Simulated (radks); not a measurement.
The numbers below are computed, except where a source is named.
Spherical jellium clusters: N electrons in a uniform positive sphere of charge N and radius rs N^(1/3), rs = 4.07 bohr. Level of theory: non-relativistic Kohn-Sham, LDA (Slater exchange, Perdew-Wang correlation), spin-polarised, spherical densities (a radial shooting solver with Libxc functionals). Levels are named by radial order and angular momentum (1s, 1p, 1d, 2s, ...), and open shells are averaged over m.

N = 18, configuration 1s2 1p6 1d10. This is the lowest configuration that the search found. Occupied and some empty levels:

level  occupation  eigenvalue (eV)  <r> (bohr)
1s              2          -4.9278       6.388
1p              6          -4.0668       7.824
1d             10          -3.0498       8.798
2s              0          -2.7314       7.378
1f              0          -1.8957       9.678
2p              0          -1.4240       9.268

Energy (eV): total -33.6957, kinetic 29.947, external -979.12, Hartree 484.24, exchange-correlation -64.699, background 495.94. Static polarisability (adiabatic kernel): 1606 bohr^3, against R^3 = 1214 for a classical metal sphere.

Electron density:

r (bohr)  n(r) (e/bohr^3)
1.20             0.001888
2.49             0.002289
3.77             0.002974
5.06             0.003775
6.35             0.004307
7.64             0.004107
8.92             0.003026
10.2             0.001615
11.5            0.0006324
12.8            0.0002040
14.1           0.00005948
15.4           0.00001610
16.6            4.197e-06
